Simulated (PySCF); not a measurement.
C₂H₆GeN₂, SMILES [NH2][Ge@H]1[CH]=N[CH2]1.

Geometry optimised at PBE0-D3(BJ)/def2-SVP. The structure was generated by enumeration; whether it is a known compound was not checked. The values are those of a single conformer.

These are TDA-LC-ωPBE/def2-SVPD (PySCF) values and carry that method's errors.

Vertical excitations. The molecule is in vacuum.

| state | energy (eV) | λ (nm) | f | main pairs |
|---|---|---|---|---|
| S1 | 4.51 | 275 | 0.001 | HOMO→LUMO 63 %, HOMO→LUMO+1 23 % |
| S2 | 5.85 | 212 | 0.004 | HOMO−1→LUMO 67 % |
| S3 | 6.89 | 180 | 0.018 | HOMO→LUMO+2 39 %, HOMO−1→LUMO+1 15 %, HOMO→LUMO+1 13 %, HOMO−3→LUMO 6 % |
| S4 | 7.08 | 175 | 0.016 | HOMO→LUMO+2 35 %, HOMO−1→LUMO+1 19 %, HOMO−3→LUMO 16 %, HOMO−1→LUMO 7 % |
| S5 | 7.49 | 165 | 0.028 | HOMO→LUMO+3 39 %, HOMO→LUMO+1 29 %, HOMO→LUMO 6 % |
| S6 | 7.61 | 163 | 0.045 | HOMO−2→LUMO 24 %, HOMO−1→LUMO+2 21 %, HOMO→LUMO+4 16 %, HOMO→LUMO+1 6 % |
| S7 | 7.74 | 160 | 0.017 | HOMO→LUMO+3 39 %, HOMO→LUMO+1 13 %, HOMO→LUMO 8 %, HOMO→LUMO+9 6 % |
| S8 | 7.88 | 157 | 0.037 | HOMO−1→LUMO+2 53 %, HOMO−2→LUMO 21 % |
| S9 | 8.18 | 152 | 0.025 | HOMO−1→LUMO+3 46 %, HOMO→LUMO+4 11 % |
| S10 | 8.26 | 150 | 0.114 | HOMO→LUMO+4 34 %, HOMO−1→LUMO+4 15 %, HOMO−1→LUMO+1 13 %, HOMO−3→LUMO 6 % |
| T1 | 3.55 | 349 | 0 | HOMO→LUMO 59 %, HOMO→LUMO+1 23 % |
| T2 | 4.59 | 270 | 0 | HOMO−2→LUMO 58 %, HOMO−2→LUMO+1 27 % |
| T3 | 5.43 | 228 | 0 | HOMO−1→LUMO 64 % |
| T4 | 6.35 | 195 | 0 | HOMO→LUMO+2 23 %, HOMO−1→LUMO+1 15 %, HOMO−3→LUMO 10 %, HOMO−1→LUMO+2 10 % |
Triplets are in the Tamm–Dancoff approximation.
